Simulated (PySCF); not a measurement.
A structure optimised at r2SCAN-D4/def2-SVP, used in a PySCF frequency run:

```
Al
Cl 1 2.0862
Br 1 2.2322 2 119.73
Br 1 2.2322 2 119.73 3 180.00
```
Charge 0, spin multiplicity 1.

**Question.** Write its SMILES, formula and point group.

**Answer.** [Cl][Al]([Br])[Br], AlBr₂Cl, C2v

**Question.** What are its rotational constants (standard atomic weights)?

**Answer.** 1.6711, 0.84163, 0.55972 GHz
